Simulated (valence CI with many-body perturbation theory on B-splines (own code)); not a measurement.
**Energy levels of Ho LXII**

Method: configuration interaction combined with many-body perturbation theory (CI+MBPT): four valence electrons over a frozen Dirac-Fock core [He], radial functions for each j: 11 s, 11 p, 10 d, 8 f, 5 g, 2 h, with the one-electron correlation potential Σ1, the two-electron term Σ2, the three-electron term Σ3, Breit, model QED; selected CI, second order for the rest, scaled by the run's own slope (own B-spline code, finite nucleus).

No measured spectrum was set against this ion. As an estimate, large intervals hold to a few tenths of a per cent, small ones and those within an open d or f shell to about a per cent. Among the levels kept, up to 910 cm⁻¹ of a level comes from second order outside the variational space, and about a tenth of that is noise between levels of different J, which matters for small intervals.

Levels 1 to 45 of 209, with energies above the lowest level, (2s^2 2p1/2^2) J=0. "Leading %" is the weight of the configuration and term that name the level; weights of strongly mixed levels are sums over their largest components and can fall short. In the jj column 3d3/2^4 stands for four electrons in 3d with j = 3/2. Lifetimes count E1, E2, E3, M1 and M2 decay at the calculated energies, and are blank where another channel may lead or the interval is too uncertain; long ones can be off by a factor of two.

```tsv
No.	Configuration	Term	J	E (eV)	Leading %	Leading jj	Lifetime
1	2s2 2p2	3P	0	0.0	69	2s^2 2p1/2^2 (100 %)	
2	2s2 2p2	3P	1	892.1	100	2s^2 2p1/2 2p3/2 (100 %)	225 ps
3	2s2 2p2	1D	2	909.9	65	2s^2 2p1/2 2p3/2 (100 %)	65.7 ns
4	2s 2p3	3P°	2	1149.7	48	2s 2p1/2^2 2p3/2 (100 %)	39.3 ps
5	2s 2p3	3D°	1	1227.5	32	2s 2p1/2^2 2p3/2 (100 %)	201 fs
6	2s2 2p2	3P	2	1821.0	64	2s^2 2p3/2^2 (99 %)	51.3 ps
7	2s2 2p2	1S	0	1875.7	68	2s^2 2p3/2^2 (99 %)	44.0 ps
8	2s 2p3	5S°	2	2016.8	50	2s 2p1/2 2p3/2^2 (100 %)	892 fs
9	2s 2p3	3D°	3	2058.8	100	2s 2p1/2 2p3/2^2 (100 %)	940 fs
10	2s 2p3	3P°	0	2111.5	100	2s 2p1/2 2p3/2^2 (100 %)	254 fs
11	2s 2p3	3S°	1	2131.5	51	2s 2p1/2 2p3/2^2 (100 %)	130 fs
12	2s 2p3	1D°	2	2141.4	74	2s 2p1/2 2p3/2^2 (100 %)	133 fs
13	2s 2p3	3P°	1	2145.1	62	2s 2p1/2 2p3/2^2 (100 %)	214 fs
14	2p4	3P	2	2414.5	68	2p1/2^2 2p3/2^2 (99 %)	140 fs
15	2p4	1S	0	2472.3	64	2p1/2^2 2p3/2^2 (99 %)	123 fs
16	2s 2p3	3P°	2	3000.4	51	2s 2p3/2^3 (100 %)	268 fs
17	2s 2p3	1P°	1	3076.0	37	2s 2p3/2^3 (100 %)	105 fs
18	2p4	3P	1	3319.9	100	2p1/2 2p3/2^3 (100 %)	88.1 fs
19	2p4	1D	2	3338.0	68	2p1/2 2p3/2^3 (100 %)	92.0 fs
20	2p4	3P	0	4273.5	64	2p3/2^4 (100 %)	66.5 fs
21	2s2 2p 3s	3P°	0	8250.8	99	2s^2 2p1/2 3s (99 %)	7.15 fs
22	2s2 2p 3s	3P°	1	8254.2	67	2s^2 2p1/2 3s (100 %)	5.78 fs
23	2s2 2p 3p	3D	1	8327.3	74	2s^2 2p1/2 3p1/2 (100 %)	492 fs
24	2s2 2p 3p	3P	0	8368.4	68	2s^2 2p1/2 3p1/2 (99 %)	229 fs
25	2s 2p2 3s	5P	1	8483.2	42	2s 2p1/2^2 3s (97 %)	7.30 fs
26	2s 2p2 3s	3P	0	8517.9	69	2s 2p1/2^2 3s (99 %)	7.79 fs
27	2s 2p2 3p	3P°	1	8567.6	33	2s 2p1/2^2 3p1/2 (98 %)	2.57 fs
28	2s 2p2 3p	3P°	0	8568.3	51	2s 2p1/2^2 3p1/2 (99 %)	230 fs
29	2s2 2p 3p	3D	2	8611.4	52	2s^2 2p1/2 3p3/2 (100 %)	333 fs
30	2s2 2p 3p	3P	1	8613.3	47	2s^2 2p1/2 3p3/2 (98 %)	238 fs
31	2s2 2p 3d	3F°	2	8669.8	75	2s^2 2p1/2 3d3/2 (100 %)	5.66 fs
32	2s2 2p 3d	3D°	1	8694.8	50	2s^2 2p1/2 3d3/2 (99 %)	734 as
33	2s2 2p 3d	3P°	2	8754.3	47	2s^2 2p1/2 3d5/2 (98 %)	978 as
34	2s2 2p 3d	3F°	3	8758.2	46	2s^2 2p1/2 3d5/2 (100 %)	1.01 fs
35	2s 2p2 3p	3P°	2	8847.2	35	2s 2p1/2^2 3p3/2 (98 %)	49.9 fs
36	2s 2p2 3p	3D°	1	8852.0	32	2s 2p1/2^2 3p3/2 (99 %)	2.71 fs
37	2s 2p2 3d	3D	1	8904.9	46	2s 2p1/2^2 3d3/2 (99 %)	6.54 fs
38	2s 2p2 3d	3D	2	8910.6	30	2s 2p1/2^2 3d3/2 (98 %)	5.11 fs
39	2s 2p2 3d	3D	3	8986.7	37	2s 2p1/2^2 3d5/2 (99 %)	1.02 fs
40	2s 2p2 3d	3F	2	9003.3	28	2s 2p1/2^2 3d5/2 (98 %)	1.05 fs
41	2s2 2p 3s	3P°	2	9180.5	98	2s^2 2p3/2 3s (98 %)	9.00 fs
42	2s2 2p 3s	1P°	1	9188.4	66	2s^2 2p3/2 3s (98 %)	4.71 fs
43	2s2 2p 3p	3P	1	9272.5	50	2s^2 2p3/2 3p1/2 (97 %)	188 fs
44	2s2 2p 3p	3D	2	9274.7	46	2s^2 2p3/2 3p1/2 (97 %)	232 fs
45	2s 2p2 3s	5P	2	9345.4	84	2s 2p1/2 2p3/2 3s (99 %)	10.5 fs
```

The ionisation energy to 2s2 2p 2P°_1/2 of the next ion comes out as 14641 eV (NIST: 14639 ± 12 eV (theoretical)). All 209 levels together are meant to be complete up to 11082.9 eV.
